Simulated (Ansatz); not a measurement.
Species: sum formula Si2N2H7, net charge 0, doublet state. It need not be the lowest isomer of its formula. 
Geometry from a B3LYP-D3(BJ)/def2-TZVP (Ansatz, a program for electronic structure) optimisation:
```xyz
11

N      2.0955     0.3472     0.2764
Si     0.9547    -0.6717    -0.5318
Si    -1.1854    -0.2805     0.3297
N     -1.5295     1.3759    -0.0542
H      1.9019     1.3280     0.4059
H      3.0842     0.1527     0.2814
H      1.4493    -2.0686    -0.3628
H     -2.1118    -1.2913    -0.2593
H     -1.3107    -0.3812     1.8073
H     -2.2894     1.8474     0.4131
H     -1.4562     1.6829    -1.0125
```
Charge 0, spin multiplicity 2.

Basis-set convergence of Hartree-Fock and MP2 correlation energies (hartree) with Ansatz. Cores are frozen in the correlated levels unless marked. UHF or UKS for open shells. Spin-orbit coupling is left out. Non-relativistic.

```tsv
basis	functions	E(HF)	E(corr, MP2)
aug-cc-pV(D+d)Z	173	-690.88246	-0.56006
aug-cc-pV(T+d)Z	363	(withheld)	(withheld)
```

### Question
Complete the blanks.

### Answer

- aug-cc-pV(T+d)Z, E(HF): -690.93869
- aug-cc-pV(T+d)Z, E(corr, MP2): -0.67407
